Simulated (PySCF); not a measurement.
Problem. Write Cartesian coordinates for `C/C=C/CB(OC)OC` as optimised with PBE0-D3(BJ)/def2-SVP.

Solution. 
```xyz
22
C6H13BO2 angstrom
C      3.8070   -0.2530    0.2468
C      2.5154    0.4444   -0.0278
C      1.3598    0.2017    0.5981
C      0.0585    0.8773    0.3155
B     -1.1445   -0.1008   -0.0053
O     -0.9847   -1.4296    0.2115
C     -2.0060   -2.3656   -0.0176
O     -2.3563    0.3340   -0.4603
C     -2.6271    1.6779   -0.7385
H      4.1999   -0.7460   -0.6585
H      3.6923   -1.0205    1.0268
H      4.5858    0.4552    0.5786
H      2.5326    1.2133   -0.8130
H      1.3383   -0.5765    1.3717
H      0.1730    1.6214   -0.4918
H     -0.2617    1.4670    1.2003
H     -1.5555   -3.2872   -0.4158
H     -2.7573   -1.9911   -0.7293
H     -2.5164   -2.6138    0.9278
H     -3.6789    1.7644   -1.0482
H     -2.4757    2.3227    0.1443
H     -1.9965    2.0658   -1.5570
```

Orientation and origin are arbitrary. Atoms count from 1 in this order. The C–C distances run from 1.336 Å (C2=C3, drawn double) to 1.493 Å (C1–C2, drawn single), a spread of 0.157 Å. B5 (three-coordinate boron) is planar (angles 123.0°, 118.9° and 118.0°, sum 360.0°, 0.01 Å off the plane of its three neighbours). Of the pairs four or more bonds apart, O8···H18 is among the closest relative to their van der Waals radii: 2.37 Å, 87 % of the sum of Bondi's values.

Bonds between heavy atoms (Å): C1–C2 1.493, C2=C3 1.336, C3–C4 1.493, C4–B5 1.583, B5–O6 1.356, O6–C7 1.404, B5–O8 1.365, O8–C9 1.399.

Computed with PySCF, PBE0-D3(BJ)/def2-SVP geometry optimisation, gas phase.

Point group: C1 (no symmetry element, even within 0.4 Å). No frequency check. One conformer, not necessarily the lowest (C2–C3–C4–B5 126°, C3–C4–B5–O6 11°, C4–B5–O6–C7 179°, C4–B5–O8–C9 3°).
